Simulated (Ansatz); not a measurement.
Basis-set extrapolation for C₂H₆AlCl (`[CH3][Al]([CH3])[Cl]`) (PBE0-D4/def2-TZVP geometry, frozen core, Ansatz 0.2.0). Multiplicity 1, RHF reference.

|  | def2-TZVPP | def2-QZVPP |
| --- | --- | --- |
| HF | -780.791451 | -780.815112 |
| MP2 correlation | -0.624338 | -0.672790 |
| CCSD(T) correlation | -0.700592 | not run |

Energies in hartree. Use E(X) = E(∞) + A·exp(−7.88·√X) for Hartree–Fock and E(X) = E(∞) + B·X^(−2.97) for correlation, with X = 3 and 4, and add CCSD(T) minus MP2 of the smaller set to the MP2 limit.

Question: What is the CCSD(T) energy at the basis-set limit?

Answer: HF limit: -780.815112 + (-0.023661) × 0.13774 = -780.81837. MP2 limit: -0.672790 + (-0.048452) × 0.74074 = -0.70868. Higher-order term: -0.700592 − (-0.624338) = -0.07625. Total: -781.60330 hartree, 292.1 kJ/mol below CCSD(T)/def2-TZVPP.
